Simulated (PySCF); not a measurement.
# UHF on Sc (scandium, neutral)

Configuration: [Ar] 3d2 4s1, high-spin 4F determinant (an excited configuration). Computed with PySCF 2.14 in x2c-QZVPPall with one added diffuse shell each of s, p, d, f, g type (12s8p6d4f3g, 121 functions), with the spin-free X2C one-electron Hamiltonian (Gaussian nucleus).

```json
{
 "Total energy": "-763.255632 hartree",
 "One-electron energy": "-1047.6649 hartree",
 "Hartree (Coulomb) energy": "322.9124 hartree",
 "Exchange energy": "-38.5031 hartree",
 "⟨S²⟩": "3.7530",
 "⟨L²⟩": "12.039",
 "Sum of ⟨r⟩": "20.29 bohr",
 "Sum of ⟨r²⟩": "45.45 bohr²",
 "Langevin diamagnetic susceptibility": "-36.0 ×10⁻⁶ cm³/mol"
}
```

| shell | electrons | mean orbital energy (eV) | rms radius, mean of both spins (bohr) |
| --- | --- | --- | --- |
| 1s α | 1 | -4535.7 | 0.0844 |
| 1s β | 1 | -4535.7 | 0.0844 |
| 2s α | 1 | -519.95 | 0.370 |
| 2s β | 1 | -519.42 | 0.370 |
| 2p α | 3 | -422.70 | 0.340 |
| 2p β | 3 | -422.22 | 0.340 |
| 3s α | 1 | -67.585 | 1.16 |
| 3s β | 1 | -65.116 | 1.16 |
| 3p α | 3 | -40.647 | 1.29 |
| 3p β | 3 | -37.611 | 1.29 |
| 3d α | 2 | -5.875 | 2.42 |
| 4s α | 1 | -5.384 | 4.47 |

Densities and radii are taken from the X2C orbitals without a picture-change correction, which distorts them close to the nucleus.

Spin-orbit constants ζ (cm⁻¹) from the X2C one-electron operator on these orbitals: bare nucleus, nucleus screened by l(l+1)(2l+1)/3 electrons, and screened by the Breit-Pauli mean field of the electrons.

```
shell   bare  screened nucleus  mean field
   2p  26890             24330         n/a
   3p   2690              2434         n/a
   3d  128.3             67.22         n/a
```

To first order the Landé constant is A = 22.41 cm⁻¹, so the lowest level has J = 3/2 and lies 0.0167 eV below the centre of the term. This holds in LS coupling only.
